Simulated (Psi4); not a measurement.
H4AlAs, singlet, at the geometry of the source list; PBE/cc-pV(D+d)Z run with Psi4 1.11.

Input for Psi4:
```
memory 2 GB

molecule {
0 1
  Al   -0.80930000   -0.08330000   -0.38820000
  As    1.56970000    0.22480000   -0.37650000
  H     1.43630000   -0.91520000    0.63740000
  H     1.20590000    1.18360000    0.74150000
  H    -1.77620000    0.83790000    0.41490000
  H    -1.62650000   -1.24790000   -1.02920000
}

set basis cc-pv(d+d)z

energy('pbe')
print_variables()
```

Output, abridged:

```
   => Loading Basis Set <=

    Name: CC-PV(D+D)Z
    Role: ORBITAL
    Keyword: BASIS

         ---------------------------------------------------------
                                   SCF
               by Justin Turney, Rob Parrish, Andy Simmonett
                          and Daniel G. A. Smith
                              RKS Reference
         ---------------------------------------------------------

  ==> Geometry <==

    Molecular point group: c1
    Full point group: C1

    Geometry (in Angstrom), charge = 0, multiplicity = 1:

       Center              X                  Y                   Z               Mass
    ------------   -----------------  -----------------  -----------------  -----------------
         AL          -1.706098274475    -0.219724992656    -0.030321740422    26.981538530000
         AS           0.672901725525     0.088375007344    -0.018621740422    74.921594570000
         H            0.539501725525    -1.051624992656     0.995278259578     1.007825032230
         H            0.309101725525     1.047175007344     1.099378259578     1.007825032230
         H           -2.672998274475     0.701475007344     0.772778259578     1.007825032230
         H           -2.523298274475    -1.384324992656    -0.671321740422     1.007825032230

  Running in c1 symmetry.

  Rotational constants: A =      2.17214  B =      0.12884  C =      0.12575 [cm^-1]
  Rotational constants: A =  65119.20364  B =   3862.65857  C =   3769.92366 [MHz]
  Nuclear repulsion =  142.558430803285717

  Charge       = 0
  Multiplicity = 1
  Electrons    = 50
  Nalpha       = 25
  Nbeta        = 25

  ==> Algorithm <==

  SCF Algorithm Type is DF.
  DIIS enabled.
  MOM disabled.
  Fractional occupation disabled.
  Guess Type is SAD.
  Energy threshold   = 1.00e-06
  Density threshold  = 1.00e-06
  Integral threshold = 1.00e-12

  ==> Primary Basis <==

  Basis Set: CC-PV(D+D)Z
    Blend: CC-PV(D+D)Z
    Number of shells: 32
    Number of basis functions: 70
    Number of Cartesian functions: 74
    Spherical Harmonics?: true
    Max angular momentum: 2

  ==> DFT Potential <==

   => LibXC <=

    Version 7.1.2
    S. Lehtola, C. Steigemann, M. J. T. Oliveira, and M. A. L. Marques,  SoftwareX 7, 1–5 (2018) (10.1016/j.softx.2017.11.002)

   => Composite Functional: PBE <=

    PBE GGA Exchange-Correlation Functional

    J.P. Perdew et. al., Phys. Rev. Lett., 77(18), 3865-3868, 1996

    Deriv               =              1
    GGA                 =           TRUE
    Meta                =          FALSE

    Exchange Hybrid     =          FALSE
    MP2 Hybrid          =          FALSE

   => Exchange Functionals <=

    1.0000     XC_GGA_X_PBE

   => Correlation Functionals <=

    1.0000     XC_GGA_C_PBE

   => LibXC Density Thresholds  <==

    XC_GGA_C_PBE:  1.00E-12
    XC_GGA_X_PBE:  1.00E-15

   => Molecular Quadrature <=

    Radial Scheme          =       TREUTLER
    Pruning Scheme         =           NONE
    Nuclear Scheme         =       TREUTLER

    Blocking Scheme        =         OCTREE
    BS radius alpha        =              1
    Pruning alpha          =              1
    Radial Points          =             75
    Spherical Points       =            302
    Total Points           =         130527
    Total Blocks           =           1025
    Max Points             =            256
    Max Functions          =             70
    Weights Tolerance      =       1.00E-15

   => Loading Basis Set <=

    Name: (CC-PV(D+D)Z AUX)
    Role: JKFIT
    Keyword: DF_BASIS_SCF

  ==> Integral Setup <==

  SCF_SUBTYPE=INCORE selected. In-core MEM_DF algorithm will be used.
  Using in-core AOs.

  ==> MemDFJK: Density-Fitted J/K Matrices <==

    J tasked:                   Yes
    K tasked:                    No
    wK tasked:                   No
    Algorithm:                 Core
    Schwarz Cutoff:           1E-12
    Mask sparsity (%):       0.0000
    Fitting Condition:        1E-10

   => Auxiliary Basis Set <=

  Basis Set: (CC-PV(D+D)Z AUX)
    Blend: CC-PVDZ-JKFIT
    Number of shells: 119
    Number of basis functions: 375
    Number of Cartesian functions: 439
    Spherical Harmonics?: true
    Max angular momentum: 3

  Minimum eigenvalue in the overlap matrix is 1.3226815101E-02.
  Reciprocal condition number of the overlap matrix is 3.0865193020E-03.
    Using symmetric orthogonalization.

  ==> Pre-Iterations <==

  SCF Guess: Superposition of Atomic Densities via on-the-fly atomic UHF (no occupation information).

   -------------------------
    Irrep   Nso     Nmo
   -------------------------
     A         70      70
   -------------------------
    Total      70      70
   -------------------------

  ==> Iterations <==

                           Total Energy        Delta E     RMS |[F,P]|

   @DF-RKS iter SAD: -2477.02529392137603   -2.47703e+03   0.00000e+00
   @DF-RKS iter   1: -2479.49364989439619   -2.46836e+00   1.65991e-02 DIIS/ADIIS
   @DF-RKS iter   2: -2478.78562265379060    7.08027e-01   2.27556e-02 DIIS/ADIIS
   @DF-RKS iter   3: -2480.10634205195129   -1.32072e+00   3.48701e-03 DIIS/ADIIS
   @DF-RKS iter   4: -2480.15221520391015   -4.58732e-02   2.08167e-03 DIIS/ADIIS
   @DF-RKS iter   5: -2480.17263459591413   -2.04194e-02   2.72838e-04 DIIS/ADIIS
   @DF-RKS iter   6: -2480.17292724017807   -2.92644e-04   7.05497e-05 DIIS
   @DF-RKS iter   7: -2480.17294798896819   -2.07488e-05   1.71938e-05 DIIS
   @DF-RKS iter   8: -2480.17294923748750   -1.24852e-06   4.71060e-06 DIIS
   @DF-RKS iter   9: -2480.17294934034635   -1.02859e-07   5.65257e-07 DIIS
  Energy and wave function converged.

  ==> Post-Iterations <==

   Electrons on quadrature grid:
      Ntotal   =   50.0000077965 ; deviation = 7.797e-06

    Orbital Energies [Eh]
    ---------------------

    Doubly Occupied:

[...]
      25A     -0.234469

    Virtual:

[...]
    Final Occupation by Irrep:
              A
    DOCC [    25 ]
    NA   [    25 ]
    NB   [    25 ]

  @DF-RKS Final Energy: -2480.17294934034635

   => Energetics <=

    Nuclear Repulsion Energy =            142.5584308032857166
    One-Electron Energy =               -3737.3611795358328891
    Two-Electron Energy =                1217.2709396835216467
    DFT Exchange-Correlation Energy =    -102.6411402913206814
    Empirical Dispersion Energy =           0.0000000000000000
    VV10 Nonlocal Energy =                  0.0000000000000000
    Total Energy =                      -2480.1729493403463493

Computation Completed

Properties will be evaluated at   0.000000,   0.000000,   0.000000 [a0]

Properties computed using the SCF density matrix

 Multipole Moments:

 ------------------------------------------------------------------------------------
     Multipole            Electronic (a.u.)      Nuclear  (a.u.)        Total (a.u.)
 ------------------------------------------------------------------------------------

 L = 1.  Multiply by 2.5417464519 to convert [e a0] to [Debye]
 Dipole X            :          8.3364715           -8.1659105            0.1705610
 Dipole Y            :          1.2338884           -1.1855190            0.0483694
 Dipole Z            :         -2.2258401            2.2438853            0.0180453
 Magnitude           :                                                    0.1782030

 ------------------------------------------------------------------------------------

  Variable Map:
  ----------------------------------------------------------------------------
[...]
  Array Variable Map:
  ----------------------------------------------------------------------------
[...]
[...]
```
